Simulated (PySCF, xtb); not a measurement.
Ti(I)(SH)3 (H3IS3Ti), SMILES [SH][Ti]([I])([SH])[SH], multiplicity 1.

GFN2-xTB (xtb) at its own geometry gives an orbital gap of 1.35 eV and a dipole moment of 3.31 D.

Geometry optimised at B3LYP-D3(BJ)/def2-SVP. The spin state was assumed, not searched. The def2 effective core potentials stand for the cores of I; spin–orbit coupling is left out. The values are those of a single conformer.

### Question
What does PBE/def2-TZVP run with PySCF give? (Estimate from the structure and the level; the computed values follow.)

### Answer
gap 2.67 eV (levels -6.72 and -4.06 eV), dipole 0.87 D.
